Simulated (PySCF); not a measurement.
Si(Cl)2(OH)(SH) (Cl₂H₂OSSi), SMILES O[Si](S)(Cl)Cl.

Geometry optimised at PBE-D3(BJ)/def2-SVP. The structure was generated by enumeration, and PubChem lists no compound with its InChIKey, so it may never have been made. One conformer was computed; it need not be the lowest.

The numbers are results of PBE-D3(BJ)/def2-SVP (PySCF), not measurements.

Frequencies are harmonic and unscaled.

| mode | ν (cm⁻¹) | IR (km/mol) | moving atoms (share of kinetic energy) |
|---|---|---|---|
| 1 | 106 | 7.1 | H 50 %, Cl 27 %, O 14 % |
| 2 | 131 | 11.2 | Cl 43 %, S 31 %, H 13 %, O 11 % |
| 3 | 177 | 2.2 | H 44 %, Cl 35 %, S 12 % |
| 4 | 213 | 13.8 | Cl 31 %, S 23 %, Si 22 %, O 14 %, H 10 % |
| 5 | 218 | 28.6 | H 44 %, Cl 29 %, O 11 %, Si 10 % |
| 6 | 251 | 15.4 | O 44 %, Cl 23 %, S 16 %, Si 9 % |
| 7 | 297 | 66.4 | H 44 %, O 39 %, Cl 12 % |
| 8 | 429 | 9.9 | Cl 46 %, S 25 %, O 13 %, Si 13 % |
| 9 | 575 | 164.0 | Si 58 %, Cl 28 %, H 11 % |
| 10 | 589 | 163.4 | Si 63 %, Cl 17 %, S 16 % |
| 11 | 728 | 19.4 | H 82 % |
| 12 | 810 | 251.4 | H 63 %, O 26 %, Si 10 % |
| 13 | 914 | 59.8 | Si 39 %, O 38 %, H 22 % |
| 14 | 2610 | 0.6 | H 97 % |
| 15 | 3740 | 92.7 | H 94 % |
